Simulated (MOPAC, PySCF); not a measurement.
Ligands exchanged one at a time, Ga SiH3-H. All species are isolated molecules in the gas phase. Strings in code marks are SMILES.

Quantity: redistribution energy (mixed species minus the weighted end members), in kcal/mol. Semi-empirical values (MOPAC) are differences of heats of formation.

Level 1: PBE0-D3(BJ)/def2-TZVP (PySCF)
Level 2: PBE/6-31G* // PBE0-D3(BJ)/def2-TZVP (PySCF)
Level 3: SVWN5/6-31G* // PBE0-D3(BJ)/def2-TZVP (PySCF)
Level 4: PM3 // PBE0-D3(BJ)/def2-TZVP (MOPAC)

```csv
species,level 2,level 3,level 4
2 of 3 SiH3 replaced by H: `[GaH2][SiH3]`,0.37,0.46,-0.43
1 of 3 SiH3 replaced by H: `[SiH3][GaH][SiH3]`,0.36,0.46,0.20
```

Q: What does level 1 give for each?

A: 
- 2 of 3 SiH3 replaced by H: `[GaH2][SiH3]`: 0.81
- 1 of 3 SiH3 replaced by H: `[SiH3][GaH][SiH3]`: 0.83
